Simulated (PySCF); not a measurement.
# AsS, PBE0: how much the basis matters

PySCF, UKS reference; doublet, unpaired electrons π ↑; De to As + S without counterpoise correction.

| basis | relativity | functions | Re (Å) | ωe (cm⁻¹) | De (eV) | μ (D) |
| --- | --- | --- | --- | --- | --- | --- |
| def2-SVP | no relativity | 50 | 2.019 | 602 | 3.84 | -1.30 |
| cc-pVTZ-PP/cc-pV(T+d)Z | scalar-relativistic core potentials | 78 | 2.010 | 600 | 3.93 | -1.38 |
| def2-TZVPP | no relativity | 90 | 2.011 | 602 | 3.96 | -1.30 |

Question: How does each smaller set differ from the one with most functions, def2-TZVPP?

Answer: def2-SVP: +0.8 pm, +0.0 % in ωe, -0.12 eV in De; cc-pVTZ-PP/cc-pV(T+d)Z: -0.1 pm, -0.3 % in ωe, -0.03 eV in De. All at PBE0; the set with most functions is neither the basis-set limit nor always the best. The rows treat relativity differently, so the differences are not basis effects alone.

A positive dipole means As(−)S(+). Spin–orbit coupling is left out. The state is the lowest determinant that a PBE0 search found; another state may lie lower at other levels.
